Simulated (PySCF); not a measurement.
C2H5AlCl2O (SMILES CC[O][Al]([Cl])[Cl]), singlet, geometry from GFN2-xTB (such geometries of metal compounds can be far from the true shape). Base run: DF-PBE/STO-3G in PySCF.

The PySCF input:
```python
from pyscf import gto, scf, dft

mol = gto.Mole()
mol.atom = '''
    Al   -0.108421    0.519684    0.071939
    Cl   -0.272946    0.842400   -1.927678
    Cl   -0.404671    1.978989    1.446086
    O     0.280590   -0.967208    0.661776
    C     0.603071   -2.320575    0.815148
    C     0.623238   -3.042183   -0.524553
    H     1.586695   -2.388151    1.294238
    H    -0.140243   -2.778181    1.478444
    H     1.359928   -2.581959   -1.179184
    H     0.873556   -4.090006   -0.382172
    H    -0.353551   -2.966998   -0.997252
'''
mol.basis = 'sto-3g'
mol.charge = 0
mol.spin = 0
mol.verbose = 4
mol.max_memory = 1800
mol.build()

mf = dft.RKS(mol)
mf.xc = 'pbe'
mf = mf.density_fit(auxbasis='def2-universal-jkfit')
mf.kernel()
```

All variants below ran on the same shared machine, one core each. Differences are taken from the largest basis of the Pople family in the series, which isn't the basis-set limit (6-311+G(2d,p): -1316.834617 Eh). The cheapest run took about 10 core-seconds (a rough figure).

```
setting        basis functions  cost, times the cheapest (rough)  difference in total energy (mEh)
-------------  ---------------  --------------------------------  --------------------------------
STO-3G                      47                                 1                          15043.81
6-31G                       76                                 2                            251.27
6-31G*                     106                                 2                            152.19
6-311G**                   162                                 3                             17.91
6-31G**                    121                                 3                            145.67
6-311+G(2d,p)              216                                 5                         reference
```

Times come from a shared machine, hold the start-up and are rough. Total energies converge more slowly with the basis than energy differences do.
